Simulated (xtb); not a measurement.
C2H5AlBrN, SMILES [CH]([Al]([NH2])[Br])=C. All values are semi-empirical tight-binding results from xtb (GFN2-xTB unless named), good for trends rather than for accurate numbers. Geometry: GFN2-xTB. The structure was generated by enumeration; whether it is a known compound was not checked. One conformer was computed; it need not be the lowest.

Optimised geometry:

```xyz
10

Al     0.6661     0.1146    -0.0095
Br    -1.5370     0.0822     0.5003
C      1.2484    -0.9295    -1.5789
C      2.5212    -0.9672    -1.9672
H      0.5256    -1.5026    -2.1655
H      2.8617    -1.5329    -2.8251
H      3.2909    -0.4254    -1.4361
N      1.6863     1.0905     1.0648
H      1.3519     1.6133     1.8667
H      2.6853     1.2294     0.9973
```
Charge 0, spin multiplicity 1.

For metal compounds this method's bond lengths and energies can be far off.

- point group as xtb finds it: Cs
- orbital gap: 4.03 eV
- zero-point energy: 40.9 kcal/mol
- G − E(el) at 298.15 K (modified RRHO): 19.5 kcal/mol

Computed atomic charges and the Wiberg bond orders between heavy atoms:
charges (e) Al1 0.33, Br2 -0.22, C3 -0.12, C4 -0.06, H5 0.06, H6 0.04, H7 0.04, N8 -0.41, H9 0.18, H10 0.17. Bond orders Al1–Br2 1.21, Al1–C3 0.98, C3–C4 1.92, Al1–N8 1.31.
